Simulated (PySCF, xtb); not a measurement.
C3H5ClOSi, SMILES Cl[Si@@H]1CC=CO1. Other conformers were not sampled.

Harmonic wavenumbers (cm⁻¹) from GFN2-xTB (xtb) at its own minimum, in rising order: 92, 142, 225, 403, 437, 545, 586, 667, 689, 736, 783, 799, 823, 840, 1006, 1046, 1084, 1149, 1219, 1265, 1452, 1689, 2339, 2965, 2994, 3109, 3132.

**Question.** What does PySCF with PBE-D3(BJ)/def2-SVP give at its own minimum? (An estimate is asked for; the answer gives what the named calculation found.)

**Answer.** 84, 175, 243, 419, 454, 542, 639, 676, 702, 727, 745, 831, 839, 892, 940, 1025, 1060, 1141, 1175, 1310, 1350, 1629, 2223, 2969, 3027, 3131, 3152. Paired by order, the mean absolute difference is 33 cm⁻¹ and the zero-point energies are 46.1 and 45.9 kcal/mol.
